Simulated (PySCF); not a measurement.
Telling isomers of C7H15PSi apart by NMR

Level of theory: shielding tensors at PBE0/pcSseg-1 (GIAO), GFN2-xTB structure, in PySCF 2.14 (relativity neglected, fast rotation and ring inversion assumed for equivalent nuclei, one computed conformer, isolated molecule).

Referencing at the same level of theory: 1H (σref 31.72) and 13C (σref 186.93) against TMS. Splittings of carbon signals by F and P are missing where no couplings were computed. Where no couplings were computed, multiplicities follow the n + 1 count of equivalent neighbours, and m marks all less simple cases (inequivalent or close neighbours, rings, F or P nearby). Shifts are as computed. Against solution values, carbons near 30 ppm lie about +3 ppm off and those near 130 ppm about +5 ppm. Of 1211 compounds with measured shifts, 218 miss one by over three times the rms of a fit or turn the order of signals round; such compounds aren't used in these exercises.

(1) Tabulate the signals of `[SiH3]/C=P\C1CCCCC1`, `C=C/P=C(/[SiH3])C(C)(C)C` and their relative energies.

(2) What is the quickest way to tell [SiH3]/C=P\C1CCCCC1 from C=C/P=C(/[SiH3])C(C)(C)C?

Answers

(1) 
```json
{"SMILES": "[SiH3]/C=P\\C1CCCCC1", "carbon types": "2×CH 5×CH2", "δC": "187.5, 53.5, 33.7, 30.8, 29.9", "δH": "9.22 (m, 1H), 4.37 (m, 3H), 2.27 (m, 1H), 1.92 (m, 2H), 1.82 (m, 2H), 1.79 (m, 1H), 1.42 (m, 2H), 1.37 (m, 2H), 1.26 (m, 1H)", "E rel. (kcal/mol)": "0.0"}
{"SMILES": "C=C/P=C(/[SiH3])C(C)(C)C", "carbon types": "2×C 1×CH 1×CH2 3×CH3", "δC": "231.5, 159.3, 130.7, 45.8, 34.5", "δH": "7.27 (m, 1H), 6.08 (m, 1H), 5.60 (m, 1H), 4.56 (m, 3H), 1.43 (s, 9H)", "E rel. (kcal/mol)": "28.4"}
```

Energies are electronic energies at PBE0/pcSseg-1 on these geometries, without zero-point or thermal terms, each for the one conformer computed, which needn't be the lowest.

(2) Both give the same number of carbon signals, but DEPT or the intensities differ. The first has an sp3 CH bonded to P at 53.5 ppm, the second a carbon double-bonded to a heavier main-group atom (C) at 231.5 ppm. Their most deshielded carbons lie at 187.5 and 231.5 ppm. In the proton spectra the most deshielded non-exchanging signals are 9.22 (m, 1H) and 7.27 (m, 1H).
